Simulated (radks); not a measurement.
Values are calculated unless marked as measured or tabulated.
Fractional charge and spin in the 4s shell of vanadium: the spin-up occupation runs from 0 to 1 and the spin-down occupation from 0 to 1; the fullest corner is V, [Ar] 3d(up 1.5, down 1.5) 4s(up 1, down 1). Level of theory: scalar-relativistic Kohn-Sham, LDA (Slater exchange, Perdew-Wang correlation), spin-polarised, spherical densities, point nucleus (a radial shooting solver on a logarithmic mesh with Libxc functionals). Energy (eV) minus the two flat planes that join the four corners (they meet along the diagonal where the two added fractions sum to one electron); zero is where a piecewise linear energy would lie.

\begin{tabular}{lrrrrr}
down \ up & 0 & 0.25 & 0.5 & 0.75 & 1 \\ \hline
0 & 0.000 & -0.598 & -0.806 & -0.607 & 0.000 \\
0.25 & -0.598 & -0.735 & -0.483 & 0.169 & -0.544 \\
0.5 & -0.806 & -0.483 & 0.224 & -0.444 & -0.724 \\
0.75 & -0.607 & 0.169 & -0.444 & -0.679 & -0.541 \\
1 & 0.000 & -0.544 & -0.724 & -0.541 & 0.000 \\
\end{tabular}

Corners above the fullest one (they belong to V+ and the next ion): (up 1, down 0) 7.710 eV, (up 0, down 1) 7.710 eV, (up 0, down 0) 22.472 eV. With half an added electron in each spin the energy lies 0.224 eV from the planes, and with half an added electron in spin up alone -0.806 eV. The planes are only a guide here: the flat-plane condition holds for ground states with one frontier orbital, while other shells are open and held unpolarised.
